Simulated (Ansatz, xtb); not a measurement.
# C5H5NO2S: which of two isomers lies lower

We compare a, `[H]/N=C1/CC(=O)C(=O)CS1`, a singlet, with b, `NC1=CC(=O)C(O)=CS1`, a singlet. Both are isolated molecules in the gas phase, relaxed with r2SCAN-D4/def2-SVP; the shapes shown needn't be the lowest conformers.

a (Å):

| atom | x (Å) | y (Å) | z (Å) |
| --- | --- | --- | --- |
| C | -1.5473 | 2.8878 | 0.1327 |
| C | -0.8719 | 1.7338 | 0.8384 |
| C | -1.4127 | 0.3729 | 0.4296 |
| C | -1.3938 | 0.0605 | -1.0933 |
| C | -0.8436 | 1.1678 | -1.9727 |
| N | -1.9514 | 3.8967 | 0.7871 |
| O | -1.8012 | -0.4551 | 1.2128 |
| O | -1.7994 | -0.9921 | -1.5158 |
| S | -1.7790 | 2.7074 | -1.6392 |
| H | -2.3863 | 4.6044 | 0.1842 |
| H | -0.9835 | 1.8710 | 1.9224 |
| H | 0.2090 | 1.7522 | 0.5966 |
| H | 0.2347 | 1.3325 | -1.8076 |
| H | -1.0079 | 0.9126 | -3.0290 |

b (Å):

```xyz
14

C    -0.5627    1.2603   -0.6436
C    -0.2676    0.1239    0.0821
C    -0.9723   -1.1161   -0.0038
C    -2.1287   -1.2354   -0.9298
C    -2.5798   -0.2307   -1.7245
N     0.1781    2.4081   -0.5582
O    -0.7065   -2.1410    0.6507
O    -2.6801   -2.4465   -0.8891
S    -1.8693    1.3525   -1.7933
H     0.8114    2.4894    0.2284
H    -0.2225    3.2781   -0.8876
H     0.5728    0.1574    0.7834
H    -2.1010   -2.8971   -0.2129
H    -3.4367   -0.3546   -2.3913
```

Q: Estimate E(b) − E(a) at the level CCSD(T)/def2-SVP + ΔMP2/def2-TZVPP.

A: Calculated at CCSD(T)/def2-SVP + ΔMP2/def2-TZVPP: E(b) − E(a) = −0.591 eV, so structure b lies lower.

The same difference at several levels:

```tsv
level	geometry	E(b) − E(a) (eV)	departure from the last row (eV)	job, with rough time for the two
r2SCAN-D4/def2-SVP	r2SCAN-D4/def2-SVP	−0.938	−0.347	optimisation, 82 s
HF/def2-SVP	r2SCAN-D4/def2-SVP	−0.386	+0.205	part of the CCSD(T) run
MP2/def2-SVP	r2SCAN-D4/def2-SVP	−0.483	+0.109	part of the CCSD(T) run
CCSD(T)/def2-SVP	r2SCAN-D4/def2-SVP	−0.312	+0.280	single point
CCSD(T)/def2-SVP + ΔMP2/def2-TZVPP	r2SCAN-D4/def2-SVP	−0.591		single point, 3.8 min
```

As drawn, b has 1 C–N, 2 C=C, 1 C–O, 1 N–H, 1 O–H in place of 1 C=N, 2 C–C, 1 C=O, 2 C–H.

The levels shown agree on the order. The largest departure from CCSD(T)/def2-SVP + ΔMP2/def2-TZVPP is that of r2SCAN-D4/def2-SVP, 0.347 eV. Levels run at GFN2-xTB geometries aren't shown. The last row adds to CCSD(T) the change of the MP2 difference between the two basis sets, here −0.280 eV, a large step that makes the value less sure.

With thermal terms from frequencies at re-optimised GFN2-xTB minima (ideal gas, soft modes damped towards free rotors, one conformer each, 298.15 K, 1 atm): on the last row, ΔE + ΔZPE = −0.599, ΔH = −0.600, ΔG = −0.576 eV.

The correlated steps freeze 13 core orbitals. Run with Ansatz 0.2.0, xtb 6.7.1; the last row on 2 threads of Intel(R) Xeon(R) Processor @ 2.70GHz on a shared host.
